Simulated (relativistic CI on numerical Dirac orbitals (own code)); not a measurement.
# Hyperfine structure of Hg V, mass number 199

Calculated at this level of theory: Dirac-Coulomb-Breit CI, KLI orbitals optimised for each configuration, QED by a radiative potential, valence Slater integrals scaled by 0.85, P86 correlation energy added to each configuration (own radial code, finite nucleus).

CI space (outside the closed core [Kr] 4d10 4f14 5s2): 5p⁶5d⁸, 5p⁶5d⁷6s, 5p⁶5d⁷5f, 5p⁶5d⁷6p, 5p⁶5d⁶6s², 5p⁶5d⁷5g, 5p⁶5d⁷7s, 5p⁶5d⁷6d, 5p⁶5d⁶6s6p, 5p⁵5d⁹, 5p⁶5d⁷7p, 5p⁶5d⁷7d, 5p⁶5d⁷6f, 5p⁶5d⁶6p², 5p⁶5d⁷7f, 5p⁴5d¹⁰. Levels of other configurations are missing.

Nuclear spin I = 1/2, μ = 0.5039 μN (tables of Stone and Pyykkö). The electronic factors are computed for point nuclear moments, without core polarisation; leaving it out makes A of s and p electrons in near-neutral atoms 20 to 40 % too small, and it can dominate for d and f shells.

```json
{"Level": "5p⁶5d⁸ ³F4", "E (cm⁻¹)": "0.0", "A (MHz)": "1135"}
{"Level": "5p⁶5d⁸ ³F3", "E (cm⁻¹)": "14172.1", "A (MHz)": "1671"}
{"Level": "5p⁶5d⁸ ³P2", "E (cm⁻¹)": "21077.0", "A (MHz)": "1553"}
{"Level": "5p⁶5d⁸ ³P1", "E (cm⁻¹)": "25268.7", "A (MHz)": "-104.3"}
{"Level": "5p⁶5d⁸ ¹G4", "E (cm⁻¹)": "29455.8", "A (MHz)": "1835"}
{"Level": "5p⁶5d⁷6s ⁵F5", "E (cm⁻¹)": "91071.3", "A (MHz)": "7815"}
{"Level": "5p⁶5d⁷6s ⁵F4", "E (cm⁻¹)": "98820.4", "A (MHz)": "-907.6"}
{"Level": "5p⁶5d⁷6s ⁵F3", "E (cm⁻¹)": "105276.0", "A (MHz)": "7007"}
```

Levels with J = 0, under 50 % of one LS term, or S terms without an open s electron are left out. Small factors come from cancelling terms and can be off by tens of per cent or more.

At this charge configurations can still be misplaced by up to about 7 % of their energy. Levels and lines within the n = 5 or 6 shells can be off by up to 10 % or somewhat more, and those that change n by about 2 %, since core polarisation is missing.

(1) Give the hyperfine levels of 5p⁶5d⁸ ³F4 relative to its centre of gravity.

Results:

(1) With K = F(F + 1) − I(I + 1) − J(J + 1), E = AK/2: F = 7/2: -2838, F = 9/2: 2270 MHz.

LS names give the leading component of a level, which can be under half, so a name can repeat, a term be missing and a line seem to break the LS rules.
